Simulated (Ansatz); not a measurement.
Energy profile

The step: BNH₄O₂ ([NH2][B]([OH])[OH]) + HF → BH₂O₂F ([OH][B]([OH])[F]) + NH₃ (still joined by a long B–N bond); bonds formed: B1–F6, N2–H5; bonds broken: H5–F6; bonds weakened to dative contacts: B1–N2 (atoms numbered as in the saddle structure below).

```
atom    x (Å)    y (Å)    z (Å)
  B1  -0.3572   0.1445  -0.2228
  N2   1.1533  -0.1440  -0.1035
  O3  -0.9259  -0.4825  -1.2907
  O4  -0.9018   1.2889   0.3098
  H5   0.7342  -0.8007   0.8212
  F6  -0.3551  -1.0246   1.3175
  H7   1.7440   0.6417   0.1276
  H8   1.5381  -0.6776  -0.8712
  H9  -1.8676  -0.3054  -1.3436
 H10  -0.7622   1.3599   1.2558
```

Electronic energies by CCSD(T) at an estimated basis limit (MP2 extrapolated from triple and quadruple zeta, plus CCSD(T) − MP2 in triple zeta), on PBE0-D4/def2-TZVP structures; BNH5O2F, closed shell; no counterpoise correction. Program: Ansatz 0.2.0. Basis: def2-TZVPP and def2-QZVPP. Cores are frozen in the correlated methods. Extrapolation: Hartree–Fock as exp(−7.88 √X), correlation as X^−2.97.

Task: Give the profile in eV, counted from the separated reactants. (An estimate is asked for; the value comes from the calculation.)

Result: The calculation gives:
```
                                                                                                            point      eV
separated: BNH4O2 (linked as [NH2][B]([OH])[OH]; B1, N2, O3, O4, H7, H8, H9, H10; singlet) + HF (H5, F6; singlet)   0.000
                                                                                                  start structure  -0.332
                                                                                                           saddle   0.585
                                                                                                    end structure  -0.823
 separated: BH2O2F (linked as [OH][B]([OH])[F]; B1, O3, O4, F6, H9, H10; singlet) + NH3 (N2, H5, H7, H8; singlet)  -0.517
```

No T1 diagnostic of these runs exceeds 0.013.

Steps of this kind, hydrogen fluoride cutting a network bond, underlie vapour etching and the fluorination step of atomic layer etching.

For scale, one of the runs: CCSD(T)/def2-TZVPP, 225 basis functions, launched by `ansatz run in.yaml --threads 4 --pin off --events-out ev --progress --plain --max-ram 9574MiB`. Hardware: 4 CPU threads of an Arm Neoverse V1, shared host. Wall time 120 s; peak host memory 4.1 GiB.
